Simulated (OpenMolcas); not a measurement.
**5s2 5p along the 49-electron sequence**

```yaml
Program: OpenMolcas 26.06
Method: SS-CASPT2, IPEA 0.25 Eh, imaginary shift 0.1 Eh
Basis: ANO-R3
Scalar_Hamiltonian: X2C, finite nucleus
Spin-orbit_coupling: RASSI with atomic mean-field integrals over the reference wave functions, term energies averaged over their components
```

Active space for each ion: 1 electron in 3 orbitals (5p); closed shells correlated by CASPT2: 4d 5s.

Computed levels in cm-1 above 2P* 1/2:

| Level | In | Sn+ | Sb2+ | Te3+ | I4+ | Xe5+ |
| --- | --- | --- | --- | --- | --- | --- |
| 2P* 3/2 | 1887 | 3768 | 5839 | 8149 | 10792 | 13803 |
| weight of 2P* in the lowest level (%) | 100 | 100 | 100 | 100 | 100 | 100 |

Measured, with the error of the calculation in %. Measured levels: In, Sn+ from NIST Handbook of Basic Atomic Spectroscopic Data; Sb2+, Te3+ from Moore, Atomic Energy Levels, vol. III, NSRDS-NBS 35 (1971 reprint of NBS Circular 467, 1958); Xe5+ from Saloman, J. Phys. Chem. Ref. Data 33, 765 (2004).

| Level | In | Sn+ | Sb2+ | Te3+ | Xe5+ |
| --- | --- | --- | --- | --- | --- |
| 2P* 3/2 | 2213 (-14.7) | 4251 (-11.4) | 6576 (-11.2) | 9223 (-11.6) | 15599 (-11.5) |

The fine-structure level 2P* 3/2 changes by a factor of 7.31 from In to Xe5+. Its fourth root runs 6.59, 7.83, 8.74, 9.50, 10.19, 10.84, with steps per unit of Z of 1.24, 0.91, 0.76, 0.69, 0.65; equal steps would mean a (Z - σ)^4 law with constant σ.

With one active electron, CASPT2 adds the correlation within the correlated inactive shells and between them and that electron, and leaves the splitting within a term as the reference gives it. Computed and measured levels are paired by configuration, term and J; levels that our copy of the source lacks, or whose pairing is in doubt (as where it misses far off the trend of its configuration), stay unpaired and out of the deviations. Levels of configurations outside the active space are missing.

* marks odd parity.
